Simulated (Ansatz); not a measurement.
Born–Oppenheimer molecular dynamics of Cl₂GeH₇NOSi (13 atoms, charge 0, multiplicity 1). It starts at the highest image of a converged band. Of that band: The profile has 2 maxima (images 1, 5) with wells between them (image 2): this band takes more than one step, which may be the mechanism or a detour left from its start path. A vibrational analysis at the climbing image gives one clearly imaginary mode, 102i cm⁻¹: a first-order saddle point.

All numbers below come from Ansatz 0.2.0, RKS PBE/def2-SVP.

```json
{"ensemble": "NVE (velocity Verlet)", "time step": "0.5 fs", "steps asked": "200", "starting velocities drawn for": "100 K", "seed": "2623"}
```

First frame:

```xyz
13
Properties=species:S:1:pos:R:3
Ge 0.350 0.294 -0.378
Cl -0.532 0.851 3.067
Cl 1.602 -0.169 -2.092
O -1.109 1.125 -0.984
H -1.922 0.779 -0.569
H 0.085 -0.998 0.420
N 1.176 1.625 0.634
H 2.186 1.472 0.760
Si 0.739 3.347 0.362
H 0.819 3.749 -1.083
H -0.637 3.589 0.895
H 1.750 4.129 1.152
H 0.368 1.235 2.127
```

How far do the bonds stretch over the last three quarters of this one trajectory? (Pairs bonded in most of those frames.)


```csv
bond,mean (Å),spread (Å),shortest,longest
Ge1–Cl3,2.185,0.007,2.17,2.19
Ge1–O4,1.781,0.007,1.77,1.79
Ge1–H6,1.540,0.012,1.52,1.56
Ge1–N7,1.861,0.021,1.83,1.90
Cl2–H13,1.356,0.013,1.33,1.38
O4–H5,0.976,0.003,0.97,0.98
N7–H8,1.029,0.003,1.02,1.03
N7–Si9,1.798,0.027,1.76,1.84
Si9–H10,1.503,0.004,1.49,1.51
Si9–H11,1.496,0.017,1.47,1.52
Si9–H12,1.504,0.023,1.47,1.54
```

Mean temperature of the second half: 69 K. The conserved energy stayed within 0.027 meV per atom of its start (net change 0.012 meV per atom), so the integration is sound. A run of 0.1 ps of so small a system gives no equilibrium averages. The orbitals stay closed-shell, which can raise the energy where a bond breaks towards radicals; this wasn't checked here.

The run took 7.6 min on 4 threads of Arm Neoverse V1, with other jobs on the host, peak memory 0.24 GiB.
